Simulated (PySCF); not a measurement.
HfOCl, SMILES [O]=[Hf][Cl] (connectivity only; charge and spin as stated), neutral, multiplicity 2. Coordinates come from a PBE-D3(BJ)/def2-TZVP optimisation. The spin state was assumed, not searched. The def2 effective core potentials stand for the cores of Hf; spin–orbit coupling is left out.

These are PBE-D3(BJ)/def2-TZVP run with PySCF 2.14.0 values and carry that method's errors.

Harmonic wavenumbers (cm⁻¹): 167, 359, 918. Rotational constants (GHz): 13.68, 2.777, 2.309; symmetry number 1.

Work out the zero-point energy and the ideal-gas rigid-rotor harmonic-oscillator thermochemistry at 298.15 K and 1 atm.

ZPE = ½ Σ hcν = ½ × 1444 cm⁻¹ = 2.06 kcal/mol. H − E(el) = 5.07 kcal/mol. Entropy in cal/(mol K): translation 42.20, rotation 25.71, vibration 3.73, spin 1.38, total 73.01. G − E(el) = -16.70 kcal/mol. Cp = 11.87 cal/(mol K).
